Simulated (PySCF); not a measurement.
## Electronic structure of B⁺ (boron, charge +1) at the wB97M-V level

Configuration: [He] 2s1 3s1, 3s spin antiparallel (an excited configuration). Calculation: PySCF 2.14, in dyall-av3z (15s9p3d2f, 71 functions); the spin-free X2C one-electron Hamiltonian (Gaussian nucleus).

| Property | Result |
| --- | --- |
| Total energy | -24.3548 hartree |
| One-electron energy | -30.3906 hartree |
| Hartree (Coulomb) energy | 9.6447 hartree |
| Exchange-correlation energy | -3.6089 hartree |
| ⟨S²⟩ | 0.0000 |
| ⟨L²⟩ | 0.000 |
| Sum of ⟨r⟩ | 4.221 bohr |
| Sum of ⟨r²⟩ | 7.846 bohr² |
| Langevin diamagnetic susceptibility | -6.21 ×10⁻⁶ cm³/mol |

```
shell  electrons  mean orbital energy (eV)  rms radius, mean of both spins (bohr)
 1s β          1                   -203.92                                  0.380
 1s α          1                   -203.92                                  0.380
 2s α          1                   -23.062                                   1.94
 3s β          1                   -23.062                                   1.94
```

The outer electron is Rydberg-like, and this basis confines it to a smaller radius and binds it less than a complete one would. With the s spin flipped the determinant is a mixture of two multiplicities, not a spectroscopic state.
